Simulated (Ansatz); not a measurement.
Reaction (ligand exchange at a B–I bond): `CBI` + H–F → `CBF` + HI

Gas-phase electronic energies from Ansatz, PBE0-D4/def2-TZVP geometries. CCSD(T)/CBS adds triple-zeta CCSD(T) − MP2 to the extrapolated MP2 energy (def2 sets, frozen cores). This one scheme is used for every species. DFT in def2-TZVPP. B3LYP here is the variant with VWN-RPA as its local correlation; programs differ in this. HSE06 is defined as in plane-wave codes. Elements past krypton have def2 core potentials. For I outer-core shells are correlated without core-valence functions, which leaves a few kJ/mol of doubt a bond.

`CBI`:

```xyz
7

C    -0.361   -0.306   -0.587
B     0.391    0.478    0.512
I     0.916   -0.402    2.372
H    -0.588   -1.346   -0.356
H    -1.297    0.221   -0.814
H     0.219   -0.262   -1.518
H     0.720    1.617    0.391
```

H–F:

Cartesian coordinates in Å:
```
F -0.426 0.127 0.119
H 0.426 -0.127 -0.119
```

`CBF`:

Cartesian coordinates in Å:
```
C -0.046 -0.686 0.026
B 0.050 0.863 -0.032
F 1.232 1.466 -0.034
H 0.921 -1.189 0.069
H -0.601 -1.053 -0.845
H -0.645 -0.986 0.894
H -0.909 1.586 -0.079
```

HI:

Cartesian coordinates in Å:
```
I -0.094 0.253 0.759
H 0.094 -0.253 -0.759
```

Problem. Is it downhill or uphill in electronic energy at CCSD(T)/CBS, and by how much? (An estimate is asked.)

Solution. Ansatz gave: Downhill: ΔE = -15.6 kcal/mol.

Problem. What do these levels give: B3LYP-D4, BHLYP-D4, PBE, r2SCAN, HSE06, MP2/def2-QZVPP? (An estimate is asked.)

Solution. The calculation gave: B3LYP-D4 -19.3, BHLYP-D4 -19.9, PBE -17.5, r2SCAN -18.5, HSE06 -17.3, MP2/def2-QZVPP -13.9 kcal/mol.

Problem. What do rigid-rotor, harmonic-oscillator terms from PBE0-D4/def2-TZVP frequencies (298.15 K, 1 bar) make of the CCSD(T)/CBS value? (An estimate is asked.)

Solution. Computed: ΔZPE = -1.1 kcal/mol, ΔH = -17.0 kcal/mol, ΔS = 0 J/(mol·K), ΔG = -17.0 kcal/mol.

Largest T1 diagnostic among the species: 0.012.

At CCSD(T), def2-SVP lies −7.6 kcal/mol from the extrapolated value and def2-TZVPP −1.7 kcal/mol. The D4 term adds +1.7 kcal/mol with B3LYP and +0.9 kcal/mol with PBE0; it sums over pairs of atoms, weighted by their polarisabilities, and B3LYP, whose exchange is more repulsive, gets the larger term. In def2-TZVPP, CCSD(T) changes the Hartree–Fock value by +5.4 kcal/mol (the triples alone add +1.0 kcal/mol) and MP2 by +7.9 kcal/mol.
